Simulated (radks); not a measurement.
Results of a calculation; reference values are marked as such.
Problem. The nitrogen anion N3-, [Ne], held by a Watson sphere: a shell of charge +3 at radius R that stands for the Madelung well of a crystal (potential energy -3/R inside, -3/r outside, in hartree with lengths in bohr). Code: a radial shooting solver on a logarithmic mesh with Libxc functionals. Model: scalar-relativistic Kohn-Sham, LDA (Slater exchange, Perdew-Wang correlation), spin-unpolarised, spherical densities, finite nucleus; Fermi nuclear charge, rms radius of each element as measured or else 0.836 A^(1/3) + 0.57 fm. Response by self-consistent Sternheimer equations with the Hartree and adiabatic LDA kernel, the relativistic mass of each level held fixed and spin-orbit coupling left out. The sphere does not respond.

R (bohr)  e(1s) (eV)  e(2s) (eV)  e(2p) (eV)  <r> 2p (bohr)  sum of <r^2> (bohr^2)  X-ray form factor at sin(theta)/lambda = 0.1 1/angstrom  alpha (bohr^3)
2.52         -375.16     -16.229      -6.022          1.964                  36.29                                                    7.869           37.27
2.59         -375.21     -15.998      -5.840          1.992                  37.31                                                    7.827           40.27
2.72         -375.27     -15.604      -5.523          2.044                  39.25                                                    7.750           46.44
3.2          -375.38     -14.469      -4.548          2.235                  46.91                                                    7.481           77.16
3.27         -375.38     -14.340      -4.429          2.263                  48.10                                                    7.444           82.86
3.66         -375.37     -13.752      -3.854          2.417                  55.10                                                    7.248           121.4
3.84         -375.35     -13.543      -3.632          2.488                  58.54                                                    7.165           143.5

Estimate the row for R = 2.21 bohr.

Solution. e(1s) (eV) -374.84; e(2s) (eV) -17.413; e(2p) (eV) -6.916; <r> 2p (bohr) 1.838; sum of <r^2> (bohr^2) 31.92; X-ray form factor at sin(theta)/lambda = 0.1 1/angstrom 8.061; alpha (bohr^3) 26.29.
